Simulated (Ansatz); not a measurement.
Start from `C=C[SiH](N)CC` and change one atom or group to get `C=C[SiH](N)OC`.

Ansatz, PBE0-D4/def2-TZVP geometries, multiplicity 1. Each molecule was computed in one conformer, which needn't be the lowest.

```csv
property,`C=C[SiH](N)CC`
LUMO energy (B3LYP/def2-TZVPP) / eV,-0.40
size of the dipole moment (B3LYP/def2-TZVPP) / D,1.07
HOMO–LUMO gap (PBE0/def2-TZVPP) / eV,7.01
HOMO energy (PBE/def2-TZVPP) / eV,-5.79
HOMO–LUMO gap (ωB97M-V/def2-TZVPP) / eV,11.40
LUMO energy (ωB97M-V/def2-TZVPP) / eV,1.85
```

(1) What does the change do to each property? (Estimate.)

## Answers

(1) Computed: 
```json
{"property": "LUMO energy (B3LYP/def2-TZVPP) / eV", "`C=C[SiH](N)OC`": "-0.56", "shift": "-0.16"}
{"property": "size of the dipole moment (B3LYP/def2-TZVPP) / D", "`C=C[SiH](N)OC`": "1.60", "shift": "0.53"}
{"property": "HOMO–LUMO gap (PBE0/def2-TZVPP) / eV", "`C=C[SiH](N)OC`": "7.18", "shift": "0.17"}
{"property": "HOMO energy (PBE/def2-TZVPP) / eV", "`C=C[SiH](N)OC`": "-6.06", "shift": "-0.27"}
{"property": "HOMO–LUMO gap (ωB97M-V/def2-TZVPP) / eV", "`C=C[SiH](N)OC`": "11.66", "shift": "0.26"}
{"property": "LUMO energy (ωB97M-V/def2-TZVPP) / eV", "`C=C[SiH](N)OC`": "1.71", "shift": "-0.14"}
```

With PBE0 the HOMO falls by 0.34 eV and the LUMO falls by 0.17 eV, so the gap widens by about 0.17 eV. PBE moves the HOMO by -0.27 eV and ωB97M-V by -0.41 eV. Dipoles are sizes alone; their direction can turn.

B3LYP here is the variant with VWN-RPA as its local correlation; programs differ in this.
